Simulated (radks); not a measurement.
Spherical quantum dot in the effective-mass picture: electrons in a hard-walled sphere of radius 1.33, with a point charge +2 (a donor) at the centre, all in effective atomic units (hartree* = m*/eps^2 hartree, bohr* = eps/m* bohr), one dielectric constant everywhere. Calculated with a radial shooting solver with Libxc functionals: non-relativistic Kohn-Sham, exchange-only LDA, spin-polarised, spherical densities. Levels are named by radial order and angular momentum (1s, 1p, 1d, 2s, ...), and open shells are averaged over m. Results are scaled to m* = 0.097 and eps = 15, for which hartree* = 11.73 meV and bohr* = 8.183 nm. Each electron was tried in the lowest free levels, single moves between levels near the top were tried too, and the lowest total energy was kept; such a search can miss a lower state. At N = 1 the Hartree and exchange-correlation terms need not cancel, so that row can carry a self-interaction error.

N,open shells,2S,E (meV),mu = E(N) - E(N-1) (meV),addition energy mu(N+1) - mu(N) (meV),e(HOMO) (meV),rms radius (nm)
1,"1s(up 1, down 0)",1,-15.9888,-15.989,19.30,-8.9228,4.823
2,none,0,-12.6813,3.3076,58.29,9.8371,5.015
3,"1p(up 1, down 0)",1,48.9176,61.599,11.60,67.278,5.617
4,"1p(up 2, down 0)",2,122.115,73.197,12.04,79.179,5.916
5,"1p(up 3, down 0)",3,207.352,85.238,16.57,91.321,6.105
6,"1p(up 3, down 1)",2,309.156,101.80,11.26,107.31,6.244
7,"1p(up 3, down 2)",1,422.219,113.06,11.71,118.88,6.351
8,none,0,546.996,124.78,53.71,130.70,6.438
9,"1d(up 1, down 0)",1,725.478,178.48,11.10,184.01,6.567
10,"1d(up 2, down 0)",2,915.059,189.58,11.20,195.17,6.672
11,"1d(up 3, down 0)",3,1115.84,200.78,11.26,206.41,6.760
12,"1d(up 4, down 0)",4,1327.89,212.05,11.30,217.69,6.834
13,"1d(up 5, down 0)",5,1551.23,223.35,15.18,229.01,6.899
14,"1d(up 5, down 1)",4,1789.76,238.53,10.93,243.97,6.957
15,"1d(up 5, down 2)",3,2039.23,249.46,11.03,254.96,7.009
16,"1d(up 5, down 3)",2,2299.72,260.49,11.10,266.04,7.055
17,"1d(up 5, down 4)",1,2571.32,271.60,11.14,277.16,7.097
18,none,0,2854.05,282.74,20.03,288.32,7.136
19,"2s(up 1, down 0)",1,3156.82,302.77,17.10,309.89,7.119
20,none,0,3476.69,319.87,45.02,327.12,7.098
21,"1f(up 1, down 0)",1,3841.58,364.89,10.78,370.27,7.146
22,"1f(up 2, down 0)",2,4217.25,375.67,10.81,381.07,7.191
23,"1f(up 3, down 0)",3,4603.73,386.48,10.83,391.89,7.232
24,"1f(up 4, down 0)",4,5001.04,397.31,10.84,402.73,7.270
25,"1f(up 5, down 0)",5,5409.18,408.15,10.85,413.57,7.305
26,"1f(up 6, down 0)",6,5828.19,419.00,10.86,424.43,7.338
27,"1f(up 7, down 0)",7,6258.05,429.86,14.25,435.29,7.369
28,"1f(up 7, down 1)",6,6702.15,444.11,10.68,449.45,7.398
29,"1f(up 7, down 2)",5,7156.95,454.79,10.71,460.14,7.426
30,"1f(up 7, down 3)",4,7622.45,465.50,10.73,470.86,7.452
31,"1f(up 7, down 4)",3,8098.68,476.23,10.75,481.60,7.477
32,"1f(up 7, down 5)",2,8585.66,486.98,10.76,492.35,7.500
33,"1f(up 7, down 6)",1,9083.39,497.73,10.77,503.12,7.523
34,none,0,9591.89,508.50,65.15,513.89,7.544
35,"1g(up 1, down 0)",1,10165.5,573.65,10.55,578.92,7.570
36,"1g(up 2, down 0)",2,10749.7,584.20,10.56,589.48,7.594
37,"1g(up 3, down 0)",3,11344.5,594.76,10.57,600.04,7.618
38,"1g(up 4, down 0)",4,11949.8,605.32,-,610.61,7.640

All shells are closed at N = 2, 8, 18, 20, 34 (there: 1s2 1p6 1d10 2s2 1f14); the second difference of the energy has clear peaks (12 % above both neighbours; the first and last values, which can be the largest, are not judged, and half-filled shells can peak too) at N = 2, 5, 8, 13, 18, 20, 27, 34.
